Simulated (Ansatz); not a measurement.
Reaction (ligand exchange at the Si–C bond): `C=C=C[SiH2][SiH3]` + `B[SeH]` → `B[Se][SiH2][SiH3]` + `C=C=C`

Computed with Ansatz on PBE0-D4/def2-TZVP structures; ΔE is electronic, products minus reactants. CBS: MP2 limit from def2 TZ/QZ plus the TZ coupled-cluster correction, frozen cores. This one scheme is used for every species. DFT in def2-TZVPP. B3LYP here is the variant with VWN-RPA as its local correlation; programs differ in this. For Se outer-core shells are correlated without core-valence functions, which leaves a few kJ/mol of doubt a bond. Scalar relativity is left out up to krypton. Each species was taken in one conformer, which may not be the lowest.

`C=C=C[SiH2][SiH3]`:

Cartesian coordinates in Å:
```
C 0.530 -0.653 -2.891
C -0.084 -0.713 -1.747
C -0.662 -0.768 -0.582
Si 0.304 -0.552 0.998
Si -0.320 1.441 2.061
H 0.926 -1.546 -3.361
H 0.655 0.292 -3.410
H -1.739 -0.922 -0.538
H 1.755 -0.533 0.674
H 0.027 -1.691 1.917
H 0.010 2.609 1.200
H -1.787 1.443 2.315
H 0.385 1.593 3.363
```

`B[SeH]`:

```xyz
5

B     0.264   -0.572    0.099
Se    0.001    1.271    0.470
H    -0.322   -1.109   -0.786
H     1.042   -1.135    0.803
H    -0.985    1.545   -0.586
```

`B[Se][SiH2][SiH3]`:

```xyz
11

B     2.127    0.624    0.848
Se    0.927    1.919    0.124
Si   -0.357    0.489   -1.147
Si   -1.547   -0.933    0.275
H     2.032   -0.530    0.565
H     2.967    1.033    1.587
H    -1.276    1.348   -1.939
H     0.527   -0.256   -2.079
H    -0.592   -1.681    1.133
H    -2.440   -0.114    1.135
H    -2.368   -1.901   -0.502
```

`C=C=C`:

Cartesian coordinates in Å:
```
C 0.923 -0.311 0.860
C 0.000 0.000 0.000
C -0.923 0.311 -0.860
H 0.675 -0.785 1.803
H 1.969 -0.105 0.659
H -1.410 1.280 -0.835
H -1.234 -0.390 -1.627
```

| level | ΔE (kJ/mol) | difference from CCSD(T)/CBS |
| --- | --- | --- |
| PBE-D4 | -45.9 | 3.0 |
| PBE0-D4 | -47.4 | 1.5 |
| ωB97M-V | -45.4 | 3.5 |
| B2PLYP | -42.7 | 6.2 |
| r2SCAN | -44.2 | 4.7 |
| B3LYP | -41.0 | 7.9 |
| HF/def2-TZVPP | -44.2 | 4.7 |
| CCSD(T)/def2-TZVPP | -44.1 | 4.8 |
| MP2/def2-QZVPP | -48.5 | 0.4 |
| HF/CBS(def2) | -43.7 | 5.2 |
| CCSD(T)/CBS | -48.9 | 0 |

Largest T1 diagnostic among the species: 0.014.

The D4 term adds −4.0 kJ/mol with B3LYP and −2.0 kJ/mol with PBE0; it sums over pairs of atoms, weighted by their polarisabilities, and B3LYP, whose exchange is more repulsive, gets the larger term.
